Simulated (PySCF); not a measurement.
[TeCl6]2- (charge -2).
Bonds: Te1–Cl2, Te1–Cl3, Te1–Cl4, Te1–Cl5, Te1–Cl6, Te1–Cl7.

Method: PBE0-D3(BJ)/def2-SVP geometry optimisation, gas phase, def2 core potentials past Kr in PySCF.

How far are the bound atoms from Te1?

6 atoms: Cl3 2.582 Å, Cl6 2.582 Å, Cl5 2.583 Å, Cl2 2.584 Å, Cl4 2.584 Å, Cl7 2.584 Å.

List the angles at Te1.

```
      angle  degrees  distance of the outer atoms (Å)
Cl6–Te1–Cl7    179.5                             5.17
Cl2–Te1–Cl3    179.5                             5.17
Cl4–Te1–Cl5    179.5                             5.17
Cl2–Te1–Cl4     90.4                             3.67
Cl5–Te1–Cl7     90.2                             3.66
Cl3–Te1–Cl7     90.2                             3.66
Cl5–Te1–Cl6     90.1                             3.66
Cl3–Te1–Cl6     90.1                             3.66
Cl2–Te1–Cl5     90.1                             3.66
Cl3–Te1–Cl4     90.1                             3.66
Cl2–Te1–Cl7     89.9                             3.65
Cl4–Te1–Cl7     89.9                             3.65
Cl2–Te1–Cl6     89.8                             3.65
Cl4–Te1–Cl6     89.7                             3.65
Cl3–Te1–Cl5     89.4                             3.63
```

What is the shape at Te1?

Octahedral: the three widest angles are 179.5°, 179.5° and 179.5°, the others run from 89.4° to 90.4°. Differences among atoms that Oh makes equivalent are scatter left by the optimiser.

What are the rotational constants (commonest isotopes, rigid rotor)?

A = 541.9, B = 541.4, C = 541.0 MHz: a spherical top.

Point group: Oh (tolerance 0.08 Å). Charge -2, singlet. Whether so highly charged an anion holds all its electrons in the gas phase wasn't checked; a finite basis holds them in any case. No counter-ion or solvent screens the charge of this multiply charged ion. The geometry's basis has no diffuse functions, a weakness for an anion. Whether it is a minimum is left open (no frequencies).

Time: 99 s; peak memory 0.61 GiB. Hardware: one thread of an Intel Xeon at 2.70 GHz, no GPU, shared host with 64 logical CPUs at a one-minute load of 57. This is the geometry optimisation.
